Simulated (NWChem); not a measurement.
System: C$_{2}$H$_{2}$BrF; SMILES C=C(F)Br

All runs: NWChem. Pople sets run with spherical d functions. Coordinates come from a PBE0/def2-SVP optimisation. Level: PBE0/6-31G* with SMD (1 M gas to 1 M solution), gas-phase geometry.

For solvent water:

- solvation free energy (kcal/mol): 0.8
- cavity-dispersion-structure term (kcal/mol): 2.7
- dipole in solution (D): 1.68

Q: How do the values read with solvent 1,4-dioxane instead?

A: The solvation free energy (kcal/mol) is -1.1, the cavity-dispersion-structure term (kcal/mol) is -0.1 and the dipole in solution (D) is 1.45.
